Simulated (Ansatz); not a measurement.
Start from `[OH][Ge]([Cl])([Cl])[Cl]` and change one atom or group to get `[OH][Ge]([F])([Cl])[Cl]`.

Ansatz, PBE0-D4/def2-TZVP geometries, multiplicity 1. Each molecule was computed in one conformer, which needn't be the lowest.

Scalar relativity is left out up to krypton.

```tsv
property	`[OH][Ge]([Cl])([Cl])[Cl]`
size of the dipole moment (B3LYP/def2-TZVPP) / D	1.41
size of the dipole moment (ωB97M-V/def2-TZVPP) / D	1.41
LUMO energy (B3LYP/def2-TZVPP) / eV	-2.00
size of the dipole moment (PBE/def2-TZVPP) / D	1.39
HOMO energy (B3LYP/def2-TZVPP) / eV	-9.20
LUMO energy (PBE0/def2-TZVPP) / eV	-1.67
```

Q: What does the change do to each property? (Estimate.)

A: Computed: 
| property | `[OH][Ge]([F])([Cl])[Cl]` | shift |
| --- | --- | --- |
| size of the dipole moment (B3LYP/def2-TZVPP) / D | 1.56 | 0.15 |
| size of the dipole moment (ωB97M-V/def2-TZVPP) / D | 1.56 | 0.15 |
| LUMO energy (B3LYP/def2-TZVPP) / eV | -1.80 | 0.20 |
| size of the dipole moment (PBE/def2-TZVPP) / D | 1.52 | 0.13 |
| HOMO energy (B3LYP/def2-TZVPP) / eV | -9.49 | -0.29 |
| LUMO energy (PBE0/def2-TZVPP) / eV | -1.45 | 0.22 |

With PBE0 the HOMO falls by 0.30 eV and the LUMO rises by 0.22 eV, so the gap widens by about 0.52 eV. PBE moves the HOMO by -0.25 eV and ωB97M-V by -0.30 eV. Dipoles are sizes alone; their direction can turn.

B3LYP here is the variant with VWN-RPA as its local correlation; programs differ in this.
